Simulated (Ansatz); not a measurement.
`C=C[Si](C)(F)Cl` + `N=C[SeH]` → `C[Si](F)(Cl)[SeH]` + `C=CC=N`  (formal exchange of groups at the Si–C bond)

Calculated with Ansatz (gas phase, PBE0-D4/def2-TZVP geometries, no zero-point term in ΔE). CBS: MP2 limit from def2 TZ/QZ plus the TZ coupled-cluster correction, frozen cores. DFT in def2-TZVPP. For Se outer-core shells are correlated without core-valence functions, which leaves a few kJ/mol of doubt a bond. Scalar relativity is left out up to krypton. One conformer a species, not always the lowest.

```csv
level,ΔE (eV)
PBE-D4,-0.69
ωB97M-V,-0.71
B2PLYP,-0.69
PBE,-0.69
HF/def2-TZVPP,-0.74
SCS-MP2/def2-TZVPP,-0.69
CCSD/def2-TZVPP,-0.69
HF/def2-QZVPP,-0.73
```

**Question.** What does CCSD(T)/CBS give? (Estimate.)

**Answer.** Computed: -0.74 eV. The listed levels differ from it by 0.05, 0.03, 0.05, 0.05, 0.00, 0.05, 0.05, 0.01 eV.

Largest T1 diagnostic among the species: 0.012.

From PBE to PBE0 (25 % exact exchange), in def2-TZVPP and without D4, ΔE moves by −0.05 eV.
